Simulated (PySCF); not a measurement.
SMILES C(=C/[SiH3])/Br, singlet (PBE/def2-SVP optimised geometry):

```
9

Si     1.037     0.842    -0.001
C     -0.074    -0.683     0.000
C     -1.419    -0.683     0.000
Br    -2.467     0.903     0.000
H      0.795     1.684    -1.224
H      0.797     1.685     1.222
H      2.467     0.377    -0.002
H      0.394    -1.685     0.000
H     -2.048    -1.587     0.000
```

Method: PBE/def2-TZVP (PySCF).

Q: What are the frontier orbital energies and the dipole moment?

A: HOMO-2 -8.11 eV, HOMO-1 -7.14 eV, HOMO -6.43 eV, LUMO -2.00 eV, LUMO+1 -1.03 eV; dipole moment 1.32 D.

On the same geometry PySCF 2.14.0 with PBE0/def2-TZVP gives HOMO-2 -9.43 eV, HOMO-1 -8.44 eV, HOMO -7.54 eV, LUMO -1.07 eV, LUMO+1 0.01 eV; dipole moment 1.41 D.

Meta-Löwdin charges at PBE/def2-TZVP: Si1 0.41, C2 -0.35, C3 -0.12, Br4 -0.01, H5 -0.07, H6 -0.07, H7 -0.08, H8 0.14, H9 0.14.
